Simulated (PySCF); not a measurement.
# Radial density of Xe⁺ (xenon, charge +1)

UHF, [Kr] 4d10 5s2 5p5, 2P determinant. All numbers are calculated (PySCF 2.14, scalar relativity through the core potential, in def2-SVP with the def2 core potential (28 electrons)). This is the valence pseudo-density: the core potential removes the inner electrons and smooths the orbitals near the nucleus.

```
r (bohr)  4πr²ρ (e/bohr)  4πr²(ρα − ρβ)
 0.00119       1.570e-05         0.0000
 0.00200       4.400e-05         0.0000
 0.00336       0.0001214         0.0000
 0.00565       0.0003206         0.0000
 0.00951       0.0007652         0.0000
  0.0160        0.001541         0.0000
  0.0269        0.002638         0.0000
  0.0452        0.003582         0.0000
  0.0761        0.006275         0.0000
   0.128         0.03427         0.0002
   0.215          0.3853         0.0018
   0.362           5.338         0.0318
   0.609           27.47         0.1198
    1.02           15.05         0.0231
    1.72           5.247         0.6107
    2.90           1.585         0.2530
    4.88         0.05380         0.0061
    8.20       9.146e-05         0.0000
```

Energies and moments cover only the electrons outside the core potential.
